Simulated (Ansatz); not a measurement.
Computed with Ansatz on PBE0-D4/def2-TZVP structures; ΔE is electronic, products minus reactants. CCSD(T)/CBS is the MP2 limit (def2-TZVPP, def2-QZVPP) plus CCSD(T) − MP2 in def2-TZVPP, frozen cores. DFT in def2-TZVPP. B3LYP here is the variant with VWN-RPA as its local correlation; programs differ in this. def2 core potentials past Kr. For Sn outer-core shells are correlated without core-valence functions, which leaves a few kJ/mol of doubt a bond. One conformer a species, not always the lowest.

Reaction (redistribution): `BB(C)BCl` + `F[CH2][SnH2][F]` → `[BH2][SnH2][CH2]F` + `CB(F)BCl`

```
             level  ΔE (kcal/mol)  difference from CCSD(T)/CBS
            PBE-D4          -11.7                          3.8
         r2SCAN-D4          -11.9                          3.6
           PBE0-D4          -14.1                          1.4
          B3LYP-D4          -13.4                          2.1
           ωB97X-V          -14.2                          1.3
           ωB97M-V          -15.2                          0.3
            B2PLYP          -15.1                          0.4
               PBE          -11.9                          3.6
            r2SCAN          -12.0                          3.5
              PBE0          -14.2                          1.3
             B3LYP          -13.7                          1.8
     HF/def2-TZVPP          -17.8                         -2.3
    MP2/def2-TZVPP          -18.0                         -2.5
SCS-MP2/def2-TZVPP          -17.5                         -2.0
   CCSD/def2-TZVPP          -18.2                         -2.7
CCSD(T)/def2-TZVPP          -17.9                         -2.4
     HF/def2-QZVPP          -16.9                         -1.4
    MP2/def2-QZVPP          -16.3                         -0.8
SCS-MP2/def2-QZVPP          -15.9                         -0.4
      HF/CBS(def2)          -16.8                         -1.3
     MP2/CBS(def2)          -15.6                         -0.1
    CCSD/CBS(def2)          -15.9                         -0.4
       CCSD(T)/CBS          -15.5                            0
```

Largest T1 diagnostic among the species: 0.014.

From PBE to PBE0 (25 % exact exchange), in def2-TZVPP and without D4, ΔE moves by −2.4 kcal/mol.
